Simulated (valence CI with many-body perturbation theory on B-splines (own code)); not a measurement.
# Fe³⁺: calculated level list

Computed by relativistic CI+MBPT: five valence electrons over a frozen Dirac-Fock core [Ar], a basis of 7 s, 7 p, 8 d, 6 f, 4 g, 1 h functions for each j, with the one-electron correlation potential Σ1 (screened to all orders), the two-electron term Σ2, the three-electron term Σ3, Breit, model QED; selected single and double excitations, second order for the rest, scaled by the run's own slope (own B-spline code, finite nucleus).

Against 32 measured levels this calculation errs by 2321 cm⁻¹ on average and by 6905 at most. These come from a selection out of Corliss and Sugar, J. Phys. Chem. Ref. Data 11, 135 (1982). Levels without a partner in it may be off by more, other configurations by 1,000 to 8,000 cm⁻¹. Among the levels kept, up to 1600 cm⁻¹ of a level comes from second order outside the variational space, and about a tenth of that is noise between levels of different J, which matters for small intervals. Only levels of the ground parity were solved; by the run's estimate the other parity begins above the list, which can be wrong where configurations are misplaced.

Levels 1 to 45 of 46, with energies above the lowest level, 3d5 6S_5/2. "Leading %" is the weight of the configuration and term that name the level; weights of strongly mixed levels are sums over their largest components and can fall short. In the jj column 3d3/2^4 stands for four electrons in 3d with j = 3/2. Lifetimes count E1, E2, E3, M1 and M2 decay at the calculated energies, and are blank where another channel may lead or the interval is too uncertain; long ones can be off by a factor of two.

```tsv
No.	Configuration	Term	J	E (cm⁻¹)	Leading %	Lifetime	Leading jj	g
1	3d5	6S	5/2	0.0	99		3d3/2^2 3d5/2^3 (42 %)	2.001
2	3d5	4G	11/2	31335	99		3d3/2^2 3d5/2^3 (51 %)	1.273
3	3d5	4G	9/2	31377	99		3d3/2^2 3d5/2^3 (66 %)	1.172
4	3d5	4G	5/2	31382	99		3d3/2^2 3d5/2^3 (40 %)	0.571
5	3d5	4G	7/2	31387	99		3d3/2^2 3d5/2^3 (43 %)	0.984
6	3d5	4P	5/2	35364	93	759 ms	3d3/2^3 3d5/2^2 (29 %)	1.587
7	3d5	4P	3/2	35443	95	1.16 s	3d3/2^2 3d5/2^3 (51 %)	1.711
8	3d5	4P	1/2	35519	97	27100 s	3d3/2^2 3d5/2^3 (53 %)	2.633
9	3d5	4D	7/2	38395	99		3d3/2^2 3d5/2^3 (54 %)	1.428
10	3d5	4D	1/2	38509	97		3d3/2^2 3d5/2^3 (79 %)	0.034
11	3d5	4D	3/2	38565	94	11.5 s	3d3/2 3d5/2^4 (47 %)	1.221
12	3d5	4D	5/2	38566	93	10.8 s	3d3/2^2 3d5/2^3 (42 %)	1.383
13	3d5	2I	11/2	45228	98		3d3/2^2 3d5/2^3 (48 %)	0.924
14	3d5	2I	13/2	45233	99	5180 s	3d3/2^2 3d5/2^3 (99 %)	1.077
15	3d5	2D	5/2	49395	71	1.09 s	3d3/2^4 3d5/2 (37 %)	1.108
16	3d5	2D	3/2	49918	93	2.52 s	3d3/2^2 3d5/2^3 (60 %)	0.776
17	3d5	2F	7/2	51073	96	1.41 s	3d3/2^3 3d5/2^2 (35 %)	1.143
18	3d5	2F	5/2	51794	52		3d3/2^2 3d5/2^3 (46 %)	0.961
19	3d5	4F	9/2	52020	96	1.44 s	3d3/2^2 3d5/2^3 (53 %)	1.329
20	3d5	4F	7/2	52094	95	1.44 s	3d3/2^3 3d5/2^2 (43 %)	1.235
21	3d5	4F	3/2	52244	93	1.28 s	3d3/2 3d5/2^4 (42 %)	0.423
22	3d5	4F	5/2	52300	64		3d5/2^5 (37 %)	1.017
23	3d5	2H	9/2	54897	87	2.25 s	3d3/2^2 3d5/2^3 (63 %)	0.934
24	3d5	2H	11/2	55167	98		3d3/2 3d5/2^4 (57 %)	1.090
25	3d5	2G	7/2	56405	98		3d3/2^2 3d5/2^3 (65 %)	0.891
26	3d5	2G	9/2	56680	86		3d3/2 3d5/2^4 (55 %)	1.091
27	3d5	2F	5/2	60450	98	4.65 s	3d3/2^2 3d5/2^3 (55 %)	0.858
28	3d5	2F	7/2	60538	98	4.44 s	3d3/2^2 3d5/2^3 (37 %)	1.143
29	3d5	2S	1/2	66506	99		3d3/2^3 3d5/2^2 (40 %)	2.001
30	3d5	2D	3/2	73755	98		3d3/2^3 3d5/2^2 (34 %)	0.799
31	3d5	2D	5/2	73781	98		3d3/2 3d5/2^4 (33 %)	1.199
32	3d5	2G	7/2	81807	98		3d3/2^2 3d5/2^3 (49 %)	0.888
33	3d5	2G	9/2	81810	98		3d3/2^2 3d5/2^3 (81 %)	1.111
34	3d5	2P	3/2	99609	98	41.0 ms	3d3/2^2 3d5/2^3 (73 %)	1.332
35	3d5	2P	1/2	99615	98	40.2 ms	3d3/2^2 3d5/2^3 (46 %)	0.666
36	3d5	2D	5/2	107795	98	45.0 ms	3d3/2^2 3d5/2^3 (82 %)	1.200
37	3d5	2D	3/2	107801	98	44.9 ms	3d3/2 3d5/2^4 (45 %)	0.801
38	3d4 4s	6D	1/2	121105	97	644 μs	3d3/2^2 3d5/2^2 4s (45 %)	3.337
39	3d4 4s	6D	3/2	121274	97	642 μs	3d3/2^3 3d5/2 4s (41 %)	1.868
40	3d4 4s	6D	5/2	121571	97	638 μs	3d3/2^2 3d5/2^2 4s (61 %)	1.658
41	3d4 4s	6D	7/2	121900	97	632 μs	3d3/2 3d5/2^3 4s (44 %)	1.588
42	3d4 4s	6D	9/2	122305	97	625 μs	3d3/2 3d5/2^3 4s (44 %)	1.556
43	3d4 4s	4D	1/2	130796	96	347 μs	3d3/2^2 3d5/2^2 4s (33 %)	0.000
44	3d4 4s	4D	3/2	131049	96	347 μs	3d3/2^2 3d5/2^2 4s (49 %)	1.200
45	3d4 4s	4D	5/2	131457	96	345 μs	3d3/2^2 3d5/2^2 4s (48 %)	1.372
```

Names give the largest LS component (configuration and term), which can be under half, so a name can repeat, a term be missing and a line seem to break the LS rules; names also repeat where a configuration has a term twice.

Where two levels of one J and parity lie close, their mixing, g and order are uncertain.

The ionisation energy to 3d4 5D_0 of the next ion comes out as 53.698 eV (NIST: 54.91 ± 0.04 eV (measured), further off than twice its uncertainty). All 46 levels together are meant to be complete up to 137412 cm⁻¹.
